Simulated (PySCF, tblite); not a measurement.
Isomers of C2H9FSi4. Computed with GFN2-xTB (tblite): harmonic, unscaled wavenumbers at the GFN2-xTB geometry, gas phase. The method is semi-empirical: single wavenumbers can be off by several per cent or more. Modes of hydrogen on silicon can be 10 to 20 % off. One conformer each.

Electronic energies: PBE0/pcSseg-1 single points on the GFN2-xTB geometries (PySCF, gas phase).

```csv
SMILES,"electronic energy, lowest = 0 (kcal/mol)"
C#C[SiH2][Si](F)([SiH3])[SiH3],33.4
C#C[SiH2][Si@H](F)[SiH2][SiH3],33.5
C#C[Si@@H](F)[SiH2][SiH2][SiH3],28.3
C=C[Si]1(F)[SiH2][SiH2][SiH2]1,0.0
F[Si@@H]1C([SiH3])=C[Si@@H]1[SiH3],11.4
```

Problem. How do GFN2-xTB zero-point energies change the relative energies?

Solution. 
```
                            SMILES  ZPE (kcal/mol)  of it from modes above 1550 cm⁻¹  electronic (kcal/mol)  with ZPE, lowest = 0 (kcal/mol)  lowest mode (cm⁻¹)  rings
    C=C[Si]1(F)[SiH2][SiH2][SiH2]1            58.2                              34.2                    0.0                              0.0                  41      1
F[Si@@H]1C([SiH3])=C[Si@@H]1[SiH3]            55.2                              29.6                   11.4                              8.4                 19i      1
   C#C[Si@@H](F)[SiH2][SiH2][SiH3]            53.8                              33.0                   28.3                             23.9                  8i      0
    C#C[SiH2][Si](F)([SiH3])[SiH3]            53.3                              33.3                   33.4                             28.5                  13      0
    C#C[SiH2][Si@H](F)[SiH2][SiH3]            53.7                              33.0                   33.5                             29.0                 12i      0
```

The zero-point energies span 4.9 kcal/mol, from `C#C[SiH2][Si](F)([SiH3])[SiH3]` to `C=C[Si]1(F)[SiH2][SiH2][SiH2]1`. Slightly imaginary modes are left out of the zero-point energy: `F[Si@@H]1C([SiH3])=C[Si@@H]1[SiH3]` 19.2i cm⁻¹, `C#C[Si@@H](F)[SiH2][SiH2][SiH3]` 7.8i cm⁻¹ and `C#C[SiH2][Si@H](F)[SiH2][SiH3]` 12.0i cm⁻¹. The order is unchanged.

Problem. And how do the electronic energies of GFN2-xTB itself compare?

Solution. `C=C[Si]1(F)[SiH2][SiH2][SiH2]1` 14.9; `F[Si@@H]1C([SiH3])=C[Si@@H]1[SiH3]` 0.0; `C#C[Si@@H](F)[SiH2][SiH2][SiH3]` 14.6; `C#C[SiH2][Si](F)([SiH3])[SiH3]` 14.2; `C#C[SiH2][Si@H](F)[SiH2][SiH3]` 13.7 kcal/mol, lowest = 0. Against the energies above, taken from the same isomer `C=C[Si]1(F)[SiH2][SiH2][SiH2]1`, the largest difference is 34.7 kcal/mol.
